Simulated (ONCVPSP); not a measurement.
**u(r) = r·R(r): atom against pseudo-atom (C (Z = 6))**

Columns: radius, all-electron u(r) and pseudo u(r) of the 2s shell (level -13.65 eV) of carbon in the configuration [He] 2s2 2p2; PBEsol, scalar-relativistic, ONCV scheme, ONCVPSP 4.0.1.

| r (bohr) | all-electron | pseudo |
| --- | --- | --- |
| 0.085 | -0.3102 | 0.0368 |
| 0.170 | -0.3387 | 0.0796 |
| 0.255 | -0.2343 | 0.1330 |
| 0.340 | -0.0758 | 0.1986 |
| 0.425 | 0.0954 | 0.2759 |
| 0.510 | 0.2577 | 0.3622 |
| 0.595 | 0.4012 | 0.4534 |
| 0.680 | 0.5223 | 0.5437 |
| 0.765 | 0.6200 | 0.6267 |
| 0.850 | 0.6954 | 0.6968 |
| 0.935 | 0.7504 | 0.7506 |
| 1.020 | 0.7875 | 0.7875 |
| 1.105 | 0.8091 | 0.8091 |
| 1.190 | 0.8179 | 0.8179 |
| 1.275 | 0.8161 | 0.8161 |
| 1.360 | 0.8058 | 0.8058 |
| 1.445 | 0.7888 | 0.7888 |
| 1.530 | 0.7666 | 0.7666 |
| 1.615 | 0.7406 | 0.7406 |
| 1.700 | 0.7117 | 0.7117 |
| 1.785 | 0.6810 | 0.6810 |
| 1.870 | 0.6491 | 0.6491 |
| 1.955 | 0.6166 | 0.6166 |
| 2.040 | 0.5841 | 0.5841 |
| 2.125 | 0.5518 | 0.5518 |
| 2.210 | 0.5201 | 0.5201 |

Q: How many radial nodes do the two functions have?

A: The all-electron 2s function has n − l − 1 = 1; the pseudo-wave has 0, since the states of the same l below it are removed with the core.

Q: At about which radius was the pseudo-wave matched?

A: 1.10 bohr. The columns agree to 0.0005 from 0.94 bohr on; several derivatives are matched, so the curves merge somewhat inside the radius.

Q: Where does each function peak?

A: Outermost all-electron maximum near 1.19 bohr, pseudo maximum near 1.19 bohr (to the table’s step).

Q: Is the pseudo-wave norm-conserving?

A: Yes: the ONCV scheme keeps the norm inside the radius equal to the all-electron one, which fixes the energy derivative of the logarithmic derivative at the level.
